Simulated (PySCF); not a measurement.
Bi(NH2)3 at several levels of theory

Computed with PySCF 2.14.0 (density fitting, no spin-orbit coupling) at the geometry relaxed with B3LYP:

```xyz
10
Bi(NH2)3 (singlet)
Bi    0.0000    0.0000   -1.1529
N     1.8503    0.0000   -0.0770
H     1.9450    0.0000    0.9329
H     2.7388    0.0000   -0.5661
N    -0.9252    1.6024   -0.0770
H    -0.9725    1.6844    0.9329
H    -1.3694    2.3719   -0.5661
N    -0.9251   -1.6024   -0.0770
H    -0.9725   -1.6844    0.9329
H    -1.3694   -2.3719   -0.5661
```

| level | basis | state | HOMO (eV) | gap (eV) | charge on Bi1 (e) | dipole about the centre of mass (D) | largest force component (eV/Å) |
| --- | --- | --- | --- | --- | --- | --- | --- |
| B3LYP | Bi def2-SVP with ECP60, N def2-SVP, H def2-SVP | singlet | -5.33 | 5.62 | 0.86 | 0.78 | 0.02 |
| wB97X | the same | singlet | -8.10 | 10.59 | 0.94 | 0.93 | 0.80 |
| M06-L | the same | singlet | -4.40 | 4.53 | 1.04 | 1.01 | 0.30 |
| BP86 | the same | singlet | -4.22 | 3.94 | 0.75 | 0.51 | 0.35 |
| B3LYP | Bi def2-TZVP with ECP60, N def2-TZVP, H def2-TZVP | singlet | -5.73 | 5.47 | 1.18 | 1.05 | 0.53 |
| B3LYP | Bi x2c-SVPall, N x2c-SVPall, H x2c-SVPall | singlet | -5.31 | 5.66 | 0.94 | 0.89 | 1.02 |

Charges are Mulliken's, which hang on the basis. The relaxation used the grid (50, 194), these runs (75, 302) or, all-electron (x2c bases, spin-free X2C Hamiltonian), (99, 590).

(1) What does PBE with Bi def2-SVP with ECP60, N def2-SVP, H def2-SVP give here?

No frequency check is given that shows the relaxed geometry to be a minimum, and it was reached by following one of several unstable modes of a saddle point.

Answers

(1) state singlet, HOMO (eV) -4.10, gap (eV) 3.92, charge on Bi1 (e) 0.76, dipole about the centre of mass (D) 0.54, largest force component (eV/Å) 0.30. Time: 11 s on 2 threads of Intel(R) Xeon(R) Processor @ 2.70GHz (shared host), from an already converged density.
